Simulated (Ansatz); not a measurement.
```yaml
crystal:
  periodic: [true, true, true]
  atoms:
    - {symbol: N, position_ang: [-0.836466, 0.566601, -0.961836]}
    - {symbol: Si, position_ang: [0.563089, 0.395311, 0.012216]}
    - {symbol: Te, position_ang: [1.087675, -1.884216, 0.930705]}
    - {symbol: H, position_ang: [-0.930084, 0.010484, -1.797867]}
    - {symbol: H, position_ang: [-1.729907, 0.671998, -0.506765]}
    - {symbol: H, position_ang: [0.408158, 1.341039, 1.142493]}
    - {symbol: H, position_ang: [1.769369, 0.690958, -0.798739]}
    - {symbol: H, position_ang: [-0.239634, -1.849275, 1.923996]}
basis:
  gaussian: {orbitals: ANO-RCC-VTZP}
hamiltonian: {xc: {name: HF}}
correlation: {method: ccsd, diis_vectors: 4}
scf: {lower_state_search: off}
```

```sh
$ ansatz run in.yaml --threads 2 --pin off --events-out ev --progress --plain --max-ram 4352MiB
```

(1) How does Ansatz answer? (Best estimate.)

## Answers

(1) Computed: The input was rejected before any iteration.
```
Error: YAML parse error: error: line 2 column 3: crystal: missing field `lattice` (a structure is typed as `lattice` and `atoms`, a molecule's as `atoms` in Å alone, or read from a run's directory, `checkpoint`)
 --> <input>:2:3
1 | crystal:
2 |   periodic: [true, true, true]
3 |   atoms:
4 |     - {symbol: N, position_ang: [-0.836466, 0.566601, -0.961836]}
```
